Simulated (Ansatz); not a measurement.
System: ethylsilane, C$_{2}$H$_{8}$Si, charge 0, multiplicity 1. 
Structure (B3LYP-D3(BJ)/def2-TZVP (Ansatz, an electronic-structure program) minimum search):
```xyz
11

C     -1.6917     0.4200     0.0435
C     -0.5724    -0.5409    -0.3764
Si     1.1433     0.0254     0.1477
H     -2.6708     0.0585    -0.2775
H     -1.7251     0.5412     1.1284
H     -1.5481     1.4115    -0.3913
H     -0.7490    -1.5347     0.0460
H     -0.5732    -0.6705    -1.4630
H      1.4545     1.3480    -0.4505
H      1.2128     0.1596     1.6246
H      2.1783    -0.9447    -0.2874
```

Property: vertical ionisation energy (to the doublet state of charge +1; each state is the SCF solution reached for its spin), in eV. Correlated levels leave the core frozen unless marked. Open shells are spin-unrestricted. Spin-orbit coupling is left out. Non-relativistic. CBS(X,Y): correlation extrapolated as X^-3; Hartree-Fock from the larger set. The bracket is a focal-point correction in the basis named.

```csv
level,program,vertical ionisation energy (eV),minus last row
wB97M-V/def2-TZVPD,Ansatz,10.85,-0.19
wB97X-V/def2-TZVPD,Ansatz,10.84,-0.20
MP2/aug-cc-pV(D+d)Z,Ansatz,10.97,-0.07
RI-MP2/aug-cc-pV(T+d)Z,Ansatz,11.07,0.03
RI-MP2/aug-cc-pV(Q+d)Z,Ansatz,11.12,0.08
"RI-MP2/CBS(aug-cc-pV(T+d)Z,aug-cc-pV(Q+d)Z)",Ansatz,11.15,0.11
SCS-MP2/aug-cc-pV(T+d)Z,Ansatz,11.05,0.01
CCSD(T)/aug-cc-pV(D+d)Z,Ansatz,10.87,-0.17
"RI-MP2/CBS(aug-cc-pV(T+d)Z,aug-cc-pV(Q+d)Z)+[CCSD(T)-MP2]/aug-cc-pV(D+d)Z",Ansatz,11.05,0.01
"RI-MP2/CBS(aug-cc-pV(T+d)Z,aug-cc-pV(Q+d)Z)+[CCSD(T)-MP2]/aug-cc-pV(T+d)Z",Ansatz,11.04,0.00
```
